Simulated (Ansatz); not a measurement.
Relaxation of ClH5OSi2 (9 atoms, charge 0, multiplicity 1), to a largest force component of 0.03 eV/Å in at most 50 steps.

All numbers below come from RKS r2SCAN/cc-pVDZ (Ansatz).

```xyz
9
Properties=species:S:1:pos:R:3:forces:R:3
Si -0.040 -0.095 -0.736 0.07 0.01 0.04
Cl 1.862 0.464 1.938 0.20 -0.06 -0.89
H 2.184 0.378 0.641 -0.27 0.05 0.85
H -1.318 0.629 -0.217 0.01 0.00 0.00
O -0.478 -1.684 -0.376 0.00 0.00 -0.01
Si -1.785 -2.461 0.390 0.00 0.00 0.00
H -1.446 -2.658 1.832 0.00 0.00 0.00
H -3.019 -1.625 0.255 0.00 -0.01 0.01
H -1.971 -3.784 -0.277 -0.01 0.00 0.00
```

Q: Where does it end, and by what steps?

A: The forces met the threshold. The force dipped under the threshold on the way, but the program's further checks kept it going. After 16 steps the energy has fallen by 0.065 eV; H3 moved furthest, 0.50 Å.

```
step  energy less start (eV)  largest force component (eV/Å)  accepted
   0                  0.0000                           0.893       yes
   1                 -0.0285                           0.123       yes
   2                 -0.0468                           0.217       yes
   3                 -0.0384                           0.639        no
   4                 -0.0560                           0.203       yes
   5                 -0.0584                           0.139       yes
   6                 -0.0597                           0.044       yes
   7                 -0.0604                           0.075       yes
   8                 -0.0612                           0.097       yes
   9                 -0.0630                           0.016       yes
  10                 -0.0637                           0.037       yes
  11                 -0.0631                           0.101        no
  12                 -0.0645                           0.047       yes
  13                 -0.0644                           0.065        no
  14                 -0.0651                           0.026       yes
  15                 -0.0652                           0.035       yes
  16                 -0.0652                           0.019       yes
```

```xyz
9
Properties=species:S:1:pos:R:3
Si 0.214 -0.238 -0.598
Cl 1.660 0.733 1.840
H 1.703 0.332 0.511
H -1.047 0.614 -0.353
O -0.343 -1.769 -0.204
Si -1.759 -2.474 0.433
H -1.435 -3.019 1.785
H -2.837 -1.439 0.525
H -2.166 -3.577 -0.488
```

Whether the end is a true minimum wasn't checked by a vibrational analysis.

The run took 64 s on 2 threads of Arm Neoverse V1, on a shared host, peak memory 0.16 GiB.
